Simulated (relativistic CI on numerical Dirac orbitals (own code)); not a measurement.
A reference radial Dirac CI calculation of Au gave the lowest total energy -18999.02091 Ha in 13 SCF steps, from this input:

```
atom Au  Z=79  charge=0  electrons=79
nucleus A=197  rms_radius_fm=5.4371
hamiltonian dirac-coulomb  breit=on  qed=on  c_scale=1
orbitals kli  potential=per-configuration
slater_scale 1
correlation none
mixing on
grid step=0.0125 r_max=259.4
scf mixing=0.4 start=green max_iterations=150 tolerance=2e-08 node_fill=0.05
configurations
  [Xe] 4f14 5d10 6s
end
```

One setting was then changed, and the output read:

```
SCF 1: [Xe] 4f14 5d10 6s
 iter      energy (Ha)   residual   last orbital (Ha)
    1    -19016.072405   2.59e+00     -0.69064
    2    -19035.206202   6.11e-01     -0.32541
    3    -19035.936642   3.08e-01     -0.30674
    4    -19036.176410   7.82e-02     -0.31491
    5    -19036.178860   2.81e-02     -0.30657
    6    -19036.179318   1.54e-02     -0.30156
    7    -19036.178230   1.10e-03     -0.29760
    8    -19036.178463   5.39e-04     -0.29781
    9    -19036.178420   1.44e-04     -0.29771
   10    -19036.178401   1.14e-05     -0.29769
   11    -19036.178402   9.89e-07     -0.29770
   12    -19036.178402   3.62e-07     -0.29770
   13    -19036.178402   6.83e-09     -0.29770
orbital energies (Ha): 4f5/2 -3.1779  4f7/2 -3.0386  5s -4.0448  5p1/2 -2.7166  5p3/2 -2.1220  5d3/2 -0.3829  5d5/2 -0.3277  6s -0.2977
configuration averages (Ha): Dirac-Coulomb, Breit, QED
  6s                          -19036.178402   21.655867   14.843765
levels: no., configuration, term, J, E (cm-1), weight
   1 6s                     2S   1/2              0.0  1.00
lowest total energy -18999.678770 Ha
end: converged
```

Q: Which setting was changed?
A. SCF mixing
B. charge
C. configuration list
D. nuclear radius

A: D. The nuclear radius 4.8934 fm.
